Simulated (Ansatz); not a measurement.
Nudged elastic band run: H$_{4}$O$_{2}$Si$_{2}$

Input:

```yaml
crystal:
  periodic: [false, false, false]
  atoms:
    - { symbol: O, position_ang: [-0.542613, 1.971913, -1.918417] }
    - { symbol: Si, position_ang: [0.419014, 1.749446, -0.582471] }
    - { symbol: O, position_ang: [-0.024925, 0.18286, -0.164692] }
    - { symbol: Si, position_ang: [0.274206, -1.023476, 0.947007] }
    - { symbol: H, position_ang: [-1.112404, 1.231901, -2.169847] }
    - { symbol: H, position_ang: [-0.98387, -1.329267, 1.68699] }
    - { symbol: H, position_ang: [1.326497, -0.595562, 1.91835] }
    - { symbol: H, position_ang: [0.736195, -2.245016, 0.22718] }
basis:
  gaussian: { orbitals: def2-SVP }
hamiltonian:
  xc: pbe0
  dispersion: d4
neb:
  order_check: false
  images: 7
  f_tol: 0.03
  max_iterations: 60
  initial_path: idpp
  optimiser: fire
  climbing: immediate
  final_atoms:
    - { symbol: O, position_ang: [-0.54590547, 1.95064998, -1.93942385] }
    - { symbol: Si, position_ang: [0.36065148, 0.56879167, -1.7767529] }
    - { symbol: O, position_ang: [-0.02161503, 0.15579048, -0.19299236] }
    - { symbol: Si, position_ang: [0.27725169, -0.9842257, 0.98635648] }
    - { symbol: H, position_ang: [-1.06524195, 2.22093477, -1.16970715] }
    - { symbol: H, position_ang: [-1.0136445, -1.60356576, 1.4034456] }
    - { symbol: H, position_ang: [0.90835271, -0.31753281, 2.16171781] }
    - { symbol: H, position_ang: [1.19225108, -2.04804364, 0.47145636] }
```

Launched with:

```bash
$ ansatz run input.yaml --threads 1 --pin off --max-ram 2048MiB --backend cpu --events-out ev --progress --plain --runs-dir out
```

Output, in part (warnings, iteration lines, the closing report on the highest movable image, with atoms numbered from 0):

```
NEB end point (image 0): max|allowed force component| = 1.039e-2 eV/Å (the criterion of neb.relax_end_points is 1.000e-2)
NEB end point (image 8): max|allowed force component| = 6.855e-3 eV/Å (the criterion of neb.relax_end_points is 1.000e-2)
NEB iter   1: max|band force component| = 4.743e-1 eV/Å  barrier→ = 0.0433 eV  barrier← = 0.0433 eV  CI = image 4  Δτ_max = 0.0080 Å  (207 SCF iters)
NEB iter   2: max|band force component| = 2.449e-1 eV/Å  barrier→ = 0.0350 eV  barrier← = 0.0350 eV  CI = image 4  Δτ_max = 0.0115 Å  (168 SCF iters)
NEB iter   3: max|band force component| = 3.217e-1 eV/Å  barrier→ = 0.0291 eV  barrier← = 0.0291 eV  CI = image 4  Δτ_max = 0.0130 Å  (170 SCF iters)
NEB iter   4: max|band force component| = 2.560e-1 eV/Å  barrier→ = 0.0245 eV  barrier← = 0.0245 eV  CI = image 4  Δτ_max = 0.0176 Å  (173 SCF iters)
NEB iter   5: max|band force component| = 1.156e-1 eV/Å  barrier→ = 0.0212 eV  barrier← = 0.0212 eV  CI = image 4  Δτ_max = 0.0005 Å  (169 SCF iters)
NEB iter   6: max|band force component| = 9.229e-2 eV/Å  barrier→ = 0.0210 eV  barrier← = 0.0210 eV  CI = image 4  Δτ_max = 0.0010 Å  (126 SCF iters)
NEB iter   7: max|band force component| = 5.669e-2 eV/Å  barrier→ = 0.0207 eV  barrier← = 0.0207 eV  CI = image 4  Δτ_max = 0.0012 Å  (129 SCF iters)
NEB iter   8: max|band force component| = 6.264e-2 eV/Å  barrier→ = 0.0204 eV  barrier← = 0.0204 eV  CI = image 4  Δτ_max = 0.0013 Å  (129 SCF iters)
NEB iter   9: max|band force component| = 7.168e-2 eV/Å  barrier→ = 0.0203 eV  barrier← = 0.0203 eV  CI = image 4  Δτ_max = 0.0013 Å  (129 SCF iters)
NEB iter  10: max|band force component| = 7.455e-2 eV/Å  barrier→ = 0.0201 eV  barrier← = 0.0201 eV  CI = image 4  Δτ_max = 0.0014 Å  (127 SCF iters)
NEB iter  11: max|band force component| = 6.983e-2 eV/Å  barrier→ = 0.0199 eV  barrier← = 0.0199 eV  CI = image 4  Δτ_max = 0.0018 Å  (129 SCF iters)
NEB iter  12: max|band force component| = 6.488e-2 eV/Å  barrier→ = 0.0197 eV  barrier← = 0.0197 eV  CI = image 4  Δτ_max = 0.0023 Å  (131 SCF iters)
NEB iter  13: max|band force component| = 5.623e-2 eV/Å  barrier→ = 0.0195 eV  barrier← = 0.0195 eV  CI = image 4  Δτ_max = 0.0026 Å  (142 SCF iters)
NEB iter  14: max|band force component| = 4.432e-2 eV/Å  barrier→ = 0.0194 eV  barrier← = 0.0194 eV  CI = image 4  Δτ_max = 0.0027 Å  (141 SCF iters)
NEB iter  15: max|band force component| = 5.703e-2 eV/Å  barrier→ = 0.0193 eV  barrier← = 0.0193 eV  CI = image 4  Δτ_max = 0.0006 Å  (140 SCF iters)
NEB iter  16: max|band force component| = 3.739e-2 eV/Å  barrier→ = 0.0192 eV  barrier← = 0.0192 eV  CI = image 4  Δτ_max = 0.0009 Å  (126 SCF iters)
NEB iter  17: max|band force component| = 4.677e-2 eV/Å  barrier→ = 0.0191 eV  barrier← = 0.0191 eV  CI = image 4  Δτ_max = 0.0011 Å  (127 SCF iters)
NEB iter  18: max|band force component| = 5.200e-2 eV/Å  barrier→ = 0.0190 eV  barrier← = 0.0190 eV  CI = image 4  Δτ_max = 0.0012 Å  (129 SCF iters)
NEB iter  19: max|band force component| = 3.592e-2 eV/Å  barrier→ = 0.0189 eV  barrier← = 0.0189 eV  CI = image 4  Δτ_max = 0.0012 Å  (128 SCF iters)
NEB iter  20: max|band force component| = 3.851e-2 eV/Å  barrier→ = 0.0188 eV  barrier← = 0.0188 eV  CI = image 4  Δτ_max = 0.0015 Å  (126 SCF iters)
NEB iter  21: max|band force component| = 3.079e-2 eV/Å  barrier→ = 0.0187 eV  barrier← = 0.0187 eV  CI = image 4  Δτ_max = 0.0020 Å  (128 SCF iters)
NEB iter  22: max|band force component| = 3.706e-2 eV/Å  barrier→ = 0.0186 eV  barrier← = 0.0186 eV  CI = image 4  Δτ_max = 0.0023 Å  (131 SCF iters)
NEB iter  23: max|band force component| = 3.792e-2 eV/Å  barrier→ = 0.0184 eV  barrier← = 0.0184 eV  CI = image 4  Δτ_max = 0.0028 Å  (131 SCF iters)
NEB iter  24: max|band force component| = 3.218e-2 eV/Å  barrier→ = 0.0182 eV  barrier← = 0.0182 eV  CI = image 4  Δτ_max = 0.0036 Å  (131 SCF iters)
NEB iter  25: max|band force component| = 2.616e-2 eV/Å  barrier→ = 0.0179 eV  barrier← = 0.0179 eV  CI = image 4  Δτ_max = 0.0590 Å  (133 SCF iters)
NEB iter  26: max|band force component| = 8.675e-2 eV/Å  barrier→ = 0.0157 eV  barrier← = 0.0157 eV  CI = image 5  Δτ_max = 0.0298 Å  (24 SCF iters)
NEB iter  27: max|band force component| = 6.709e-2 eV/Å  barrier→ = 0.0148 eV  barrier← = 0.0148 eV  CI = image 4  Δτ_max = 0.0298 Å  (165 SCF iters)
NEB iter  28: max|band force component| = 6.096e-2 eV/Å  barrier→ = 0.0143 eV  barrier← = 0.0143 eV  CI = image 4  Δτ_max = 0.0148 Å  (168 SCF iters)
NEB iter  29: max|band force component| = 5.894e-2 eV/Å  barrier→ = 0.0139 eV  barrier← = 0.0139 eV  CI = image 4  Δτ_max = 0.0148 Å  (166 SCF iters)
NEB iter  30: max|band force component| = 1.544e-2 eV/Å  barrier→ = 0.0139 eV  barrier← = 0.0139 eV  CI = image 4  Δτ_max = 0.0000 Å  (328 SCF iters)
Total energy: -19897.49517980 eV, -731.2194608509 hartree
Atom 0 at    -0.666324     2.169181    -1.641863 Å, force     0.003825    -0.010181     0.007803 eV/Å
Atom 1 at     0.706422     1.379075    -1.140403 Å, force    -0.006095     0.005305    -0.003695 eV/Å
Atom 2 at     0.018818     0.197357    -0.164290 Å, force     0.006305    -0.004613     0.002283 eV/Å
Atom 3 at     0.322494    -1.109898     0.823809 Å, force    -0.004020    -0.001138     0.001877 eV/Å
Atom 4 at    -1.505629     1.825666    -1.305545 Å, force    -0.000945     0.006761    -0.004988 eV/Å
Atom 5 at    -0.977259    -1.634296     1.330558 Å, force    -0.001245     0.000603    -0.000745 eV/Å
Atom 6 at     1.171248    -0.698625     1.981581 Å, force     0.001142     0.001365    -0.001725 eV/Å
Atom 7 at     1.022329    -2.185660     0.060254 Å, force     0.001034     0.001898    -0.000809 eV/Å
Dipole moment:    -0.186770    -0.220779     0.186715 e Å
```

It converged. The band force fell under the threshold earlier too, but the program's further tests of the path sent the band on. Another band between the same ends (7 images) ends at a top of the same energy, where a vibrational analysis finds 1 clearly imaginary mode.

Final band (atoms are numbered from 1 in the order of the input):

```json
{"image": "0", "path coordinate (Å)": "0.00", "energy (eV)": "0.000", "dihedral Si2–O3–Si4–H7 (°)": "-1"}
{"image": "1", "path coordinate (Å)": "0.34", "energy (eV)": "0.002", "dihedral Si2–O3–Si4–H7 (°)": "12"}
{"image": "2", "path coordinate (Å)": "0.68", "energy (eV)": "0.007", "dihedral Si2–O3–Si4–H7 (°)": "26"}
{"image": "3", "path coordinate (Å)": "1.01", "energy (eV)": "0.012", "dihedral Si2–O3–Si4–H7 (°)": "43"}
{"image": "4", "path coordinate (Å)": "1.35", "energy (eV)": "0.014", "dihedral Si2–O3–Si4–H7 (°)": "61"}
{"image": "5", "path coordinate (Å)": "1.67", "energy (eV)": "0.012", "dihedral Si2–O3–Si4–H7 (°)": "76"}
{"image": "6", "path coordinate (Å)": "1.98", "energy (eV)": "0.007", "dihedral Si2–O3–Si4–H7 (°)": "93"}
{"image": "7", "path coordinate (Å)": "2.30", "energy (eV)": "0.002", "dihedral Si2–O3–Si4–H7 (°)": "106"}
{"image": "8", "path coordinate (Å)": "2.62", "energy (eV)": "0.000", "dihedral Si2–O3–Si4–H7 (°)": "119"}
```

The run took 5.9 min on 1 thread of AMD EPYC 7R13 Processor (Zen 3), with other jobs on the host, peak memory 0.26 GiB.
